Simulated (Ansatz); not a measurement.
C3H7ClSi (`C/C=C\[SiH2]Cl`), relaxed with RKS PBE0-D4/def2-TZVP in Ansatz from a PBE-D4/def2-SVP geometry. The force threshold is 0.005 eV/Å; the program also tests the step.

The species carries charge 0 and has multiplicity 1.

Start:

```xyz
12

C     0.756    1.028    1.108
C    -0.351    0.022    1.159
C    -0.854   -0.695    0.126
Si   -0.309   -0.598   -1.658
Cl    1.406   -1.759   -1.981
H     1.593    0.715    1.769
H     0.413    2.012    1.493
H     1.164    1.175    0.089
H    -0.783   -0.145    2.166
H    -1.662   -1.415    0.351
H     0.024    0.803   -2.084
H    -1.397   -1.144   -2.538
```

By how much does the energy fall, and how many steps does the optimiser take? (An estimate is asked.)

Ansatz gave: 0.06 eV, in 14 steps.

Which bonds change most? (Estimate.)

The calculation gave: Si4–Cl5 from 2.096 to 2.067 Å; Si4–H12 from 1.501 to 1.482 Å; C2–C3 from 1.354 to 1.335 Å; Si4–H11 from 1.502 to 1.483 Å.

Give the relaxed structure. (Best estimate.)

The calculation gave: 
```xyz
12

C     0.777    0.971    1.079
C    -0.371    0.028    1.148
C    -0.893   -0.663    0.132
Si   -0.320   -0.577   -1.625
Cl    1.490   -1.543   -1.869
H     1.602    0.608    1.700
H     0.496    1.952    1.474
H     1.155    1.101    0.063
H    -0.802   -0.102    2.141
H    -1.722   -1.332    0.350
H    -0.111    0.816   -2.090
H    -1.299   -1.258   -2.504
```
